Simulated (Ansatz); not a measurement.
Consider the ligand exchange at the Si–N bond: `C[SiH2]N(C)[SiH3]` + `N[SiH](O)O` → `C[SiH2]N[SiH](O)O` + `CN[SiH3]`.

Computed with Ansatz on PBE0-D4/def2-TZVP structures; ΔE is electronic, products minus reactants. CCSD(T)/CBS is the MP2 limit (def2-TZVPP, def2-QZVPP) plus CCSD(T) − MP2 in def2-TZVPP, frozen cores. This one scheme is used for every species. Functionals use def2-TZVPP. B3LYP here is the variant with VWN-RPA as its local correlation; programs differ in this. Each species was taken in one conformer, which may not be the lowest.

```csv
level,ΔE (kJ/mol),difference from CCSD(T)/CBS
r2SCAN-D4,-1.2,-1.7
PBE0-D4,-1.2,-1.7
ωB97X-V,-1.6,-2.1
ωB97M-V,-0.7,-1.2
B2PLYP,-3.1,-3.6
PBE0,-4.3,-4.8
B3LYP,-6.6,-7.1
HF/def2-TZVPP,-10.6,-11.1
MP2/def2-TZVPP,2.5,2.0
SCS-MP2/def2-TZVPP,0.2,-0.3
CCSD(T)/def2-TZVPP,0.7,0.2
MP2/def2-QZVPP,2.4,1.9
SCS-MP2/def2-QZVPP,0.0,-0.5
HF/CBS(def2),-10.6,-11.1
MP2/CBS(def2),2.4,1.9
CCSD/CBS(def2),-1.4,-1.9
CCSD(T)/CBS,0.5,0
```

Largest T1 diagnostic among the species: 0.011.

In def2-TZVPP, CCSD(T) changes the Hartree–Fock value by +11.3 kJ/mol (the triples alone add +1.9 kJ/mol) and MP2 by +13.1 kJ/mol. The D4 term adds +5.9 kJ/mol with B3LYP and +3.1 kJ/mol with PBE0; it sums over pairs of atoms, weighted by their polarisabilities, and B3LYP, whose exchange is more repulsive, gets the larger term.
